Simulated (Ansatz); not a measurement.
`O[SiH](F)N[SiH2]F` + `BC(=C)S` → `BC(=C)S[SiH2]F` + `N[SiH](O)F`  (ligand exchange at the Si–N bond)

Computed with Ansatz on PBE0-D4/def2-TZVP structures; ΔE is electronic, products minus reactants. CCSD(T)/CBS adds triple-zeta CCSD(T) − MP2 to the extrapolated MP2 energy (def2 sets, frozen cores). This one scheme is used for every species. DFT in def2-TZVPP. One conformer a species, not always the lowest.

Task: Is it downhill or uphill in electronic energy at CCSD(T)/CBS, and by how much? (An estimate is asked.)

Result: Computed: Uphill: ΔE = +15.4 kJ/mol.

Task: What do these levels give: PBE, PBE0, HF/def2-TZVPP, SCS-MP2/def2-TZVPP, CCSD/def2-TZVPP, HF/CBS(def2)? (Estimate.)

Result: Computed: PBE 7.8, PBE0 10.3, HF/def2-TZVPP 27.5, SCS-MP2/def2-TZVPP 18.9, CCSD/def2-TZVPP 20.5, HF/CBS(def2) 29.2 kJ/mol.

Largest T1 diagnostic among the species: 0.012.

The D4 term adds −3.8 kJ/mol with B3LYP and −1.9 kJ/mol with PBE0; it sums over pairs of atoms, weighted by their polarisabilities, and B3LYP, whose exchange is more repulsive, gets the larger term. In def2-TZVPP, CCSD(T) changes the Hartree–Fock value by −9.5 kJ/mol (the triples alone add −2.4 kJ/mol) and MP2 by −12.8 kJ/mol.

B3LYP here is the variant with VWN-RPA as its local correlation; programs differ in this.
